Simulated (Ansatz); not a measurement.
Cost and result up the ladder for Al₁₀As₁₀H₃₀, a nanocrystal cut from zinc blende AlAs (hydrogen-capped) (50 atoms). The state is a singlet with charge 0. Geometry: r2SCAN-D4/def2-SVP.

Cartesian coordinates in Å:
```
Al 2.7714 -0.3056 -1.4734
Al 3.3972 0.6791 3.0172
Al 0.4172 2.8642 -1.2481
Al 0.3221 3.1543 2.9087
Al 2.3073 -3.4271 1.2594
Al -0.9069 -0.4565 -2.9793
Al -0.9919 -4.4403 -0.6133
Al -0.4254 -0.3947 1.0777
Al -3.7022 2.5694 0.8511
Al -4.1469 -1.1243 -0.4180
As 4.0885 0.2926 0.5848
As 2.8363 -2.7734 -1.1365
As 0.4375 0.4015 -1.0961
As 0.8940 0.7305 2.8249
As 1.5852 3.7222 0.7815
As -1.8817 3.6472 -0.5874
As -0.1093 -2.8362 1.1059
As -1.1375 -2.9439 -2.6823
As -3.2879 0.0858 -2.4808
As -2.8011 0.2450 1.1706
H 3.4425 0.2486 -2.8011
H 3.9556 -0.5062 3.9105
H 3.8315 2.2025 3.2346
H 0.8902 3.4617 -2.6404
H 0.9117 3.8928 4.1836
H -1.1525 3.4360 2.3546
H 3.1628 -2.2826 1.9809
H 2.5478 -4.9745 1.5266
H -0.3813 -0.0610 -4.4242
H 0.2529 -5.3708 -0.9884
H -2.4285 -5.0279 -0.2879
H -3.8710 3.3964 2.1952
H -4.8875 2.4095 -0.2116
H -3.4743 -2.5474 -0.7046
H -5.7122 -0.9399 -0.2214
H 5.2278 -0.6989 0.5725
H 4.8994 1.4941 0.1479
H 4.2258 -3.1961 -1.5507
H 2.0650 -3.5012 -2.2091
H 0.3582 0.1589 4.1181
H 3.0518 3.3732 0.7710
H 1.7180 5.2105 0.5649
H -1.6444 5.0457 -0.0697
H -2.5076 4.0516 -1.9049
H -0.6995 -3.2753 2.4273
H -0.1995 -3.5102 -3.7277
H -2.4223 -3.2713 -3.4058
H -4.0494 -0.2902 -3.7301
H -3.5293 1.5746 -2.5242
H -3.2475 -0.1925 2.5475
```

Ansatz on 5 threads of AMD EPYC 7R13 on a shared host and a share (37 GiB) of an NVIDIA H100 80GB HBM3. Times are rough, and most runs start from the orbitals of an earlier one. No level here is sound enough to serve as a yardstick. Binding counts from free atoms at the same level (Al doublet, As quartet, H doublet; other spins of the atoms weren't run), without zero-point energy or a counterpoise term.

The 6-31G sets use Cartesian d functions. B3LYP takes the VWN-RPA correlation. Correlated methods freeze 140 core orbitals; core or outer-core shells of As are correlated, in sets that lack core-valence functions. The rows differ in basis, and correlated rows in double-zeta sets carry the largest basis error. Single mean-field runs in 6-31G, def2-SVP, def2-TZVP are fitted with def2-universal-jkfit.

Correlated methods converge slowly with the basis, most of all in double-zeta sets.

```json
{"level": "HF/6-31G", "functions": "480", "wall time": "16 s", "binding energy per atom (eV)": "1.64"}
{"level": "HF/STO-3G", "functions": "300", "wall time": "17 s", "binding energy per atom (eV)": "3.38"}
{"level": "B3LYP-D4/6-31G", "functions": "480", "wall time": "17 s", "binding energy per atom (eV)": "2.57"}
{"level": "PBE-D4/def2-TZVP", "functions": "1030", "wall time": "19 s", "binding energy per atom (eV)": "2.71"}
{"level": "PBE-D4/def2-SVP", "functions": "650", "wall time": "20 s", "binding energy per atom (eV)": "2.73"}
{"level": "revPBE-D4/def2-SVP", "functions": "650", "wall time": "21 s", "binding energy per atom (eV)": "2.68"}
{"level": "MP2/def2-SVP", "functions": "650", "wall time": "23 s", "binding energy per atom (eV)": "2.49"}
{"level": "r2SCAN-D4/def2-SVP (with forces)", "functions": "650", "wall time": "23 s", "binding energy per atom (eV)": "2.75"}
{"level": "PBE0-D4/def2-TZVP", "functions": "1030", "wall time": "25 s", "binding energy per atom (eV)": "2.71"}
{"level": "PBE0-D4/def2-SVP (with forces)", "functions": "650", "wall time": "26 s", "binding energy per atom (eV)": "2.72"}
```
